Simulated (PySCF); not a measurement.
# Computed data sheet: `C(=C/C)(/CF)[Si](F)(F)F`

C₄H₆F₄Si.
Numbering: `[CH3:1]/[CH:2]=[C:3](\[CH2:4][F:5])[Si:6]([F:7])([F:8])[F:9]` (hydrogens: H10, H11, H12 on C1; H13 on C2; H14, H15 on C4)

Some functional groups and rings: C=C double bond, C–F bond and C–Si bond.

**GFN2-xTB geometry**

```
Rotational constants A, B, C of the GFN2-xTB geometry : 1.738, 1.051, 0.784 GHz
```

From wB97X-D/def2-SVPD ground state and vertical TDDFT (core frozen in the response) (PySCF):

```
Dipole moment                                                     : 5.14 D
HOMO energy                                                       : -10.12 eV
LUMO energy                                                       : 0.63 eV
HOMO–LUMO gap                                                     : 10.75 eV
Lowest singlet excitation                                         : 6.79 eV (183 nm, f = 0.365)
Strongest line among the 8 lowest singlet transitions             : S1 at 6.79 eV (183 nm, f = 0.365)
Lowest triplet excitation (Tamm–Dancoff)                          : 4.15 eV
Static isotropic polarisability                                   : 70.2 au
Electronic spatial extent ⟨r²⟩ about the centre of nuclear charge : 1472 bohr²
```

**PBE0/pcSseg-1 ground state and GIAO shieldings, non-relativistic (PySCF)**

```
Lowest Hirshfeld atomic charge                              : -0.19 e on F7/F8/F9
Highest Hirshfeld atomic charge                             : +0.56 e on Si6
13C chemical shifts (computed TMS as zero) by class         : 153.4 (C2), 139.2 (C3), 86.4 (C4), 17.2 (C1) ppm
1H chemical shifts (computed TMS as zero) by class          : 6.63 (H13), 5.38 (H14/H15), 1.78 (H10/H11/H12) ppm
Isotropic shieldings of nuclei other than C and H, by class : 322 (F7/F8/F9), 427 (F5), 420 (Si6) ppm
Mayer bond orders between heavy atoms                       : C1–C2 1.07, C2–C3 1.87, C3–C4 1.02, C4–F5 0.88, C3–Si6 0.87, Si6–F7 0.95, Si6–F8 0.99, Si6–F9 0.99
```

Monoisotopic mass from the formula: 158.0175 u.

The polarisability is 10.40 Å³ as a volume (1 au = 0.148185 Å³), or 0.88 au for each of the 80 electrons. The vertical singlet–triplet gap S1 − T1 is 2.64 eV (TDDFT singlet less Tamm–Dancoff triplet; S1: HOMO→LUMO, weight 0.97; T1: HOMO→LUMO, weight 0.95). The principal polarisabilities are 55.3, 68.3 and 86.9 au; their mean is the isotropic value. No computed singlet falls in the visible range (750 to 380 nm, 1.65 to 3.26 eV); S1 lies 3.53 eV above its blue end. The rotational constants make it an asymmetric top with κ = (2B − A − C)/(A − C) = -0.44, nearer the prolate limit (−1). With B = h/(8π²I), that is 505.379 GHz u Å² over I, the principal moments of inertia are 290.7, 480.7 and 644.3 u Å² (most abundant isotopes). The largest Löwdin shares of the HOMO are 0.34 on C3, 0.30 on C2, 0.08 on C4 and 0.07 on C1. The 8 singlets span 6.79 to 8.99 eV, and their oscillator strengths add up to 0.51.

One conformer (not necessarily the lowest) at the GFN2-xTB geometry, without solvent or vibrations. GFN2-xTB frequencies show an imaginary mode (47i cm⁻¹), so this geometry is no minimum at that level. NMR classes are plain means over equivalent atoms (diastereotopic ones count apart unless rotation or inversion swaps them), as if these changed places fast; in this geometry the members of some classes differ.

For the NMR shielding job (PBE0/pcSseg-1), hardware: an Arm Neoverse N1 with one thread, on a shared host. Cost: 50 s wall.

Conformer computed: `[CH3:1]/[CH:2]=[C:3](\[CH2:4][F:5])[Si:6]([F:7])([F:8])[F:9]`: C2–C3–C4–F5 179°, C2–C3–Si6–F7 0°.
